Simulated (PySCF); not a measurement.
**Se³³⁺: ionisation energy**

Se³³⁺ 1s1 (2S) → Se³⁴⁺ (bare nucleus), as a difference of total energies. Computed with PySCF 2.14 in an uncontracted even-tempered set (17 s from 45 bohr⁻², ratio 2.2; 7 p from 68 bohr⁻², ratio 2.4; 4 d from 200 bohr⁻², ratio 2.4; 3 f from 310 bohr⁻², ratio 2.4; 3 g from 460 bohr⁻², ratio 2.4), with the spin-free X2C one-electron Hamiltonian (Gaussian nucleus). The calculations carry no spin-orbit coupling.

| method | ionisation energy (eV) | difference from reference (eV) |
| --- | --- | --- |
| UHF | 15977.8 | +9.7 |
| LDA | 15937.6 | -30.5 |
| PBE | 15973.1 | +5.0 |
| PBE0 | 15974.3 | +6.2 |
| r2SCAN | 15978.4 | +10.3 |
| M06-L | 15981.5 | +13.4 |

Reference: 15968.1 eV (theoretical estimate listed by NIST; NIST Atomic Spectra Database, ionization energies).

For one electron Hartree-Fock is exact for this Hamiltonian up to the basis; QED and nuclear recoil make up the gap, and the density functionals add self-interaction.
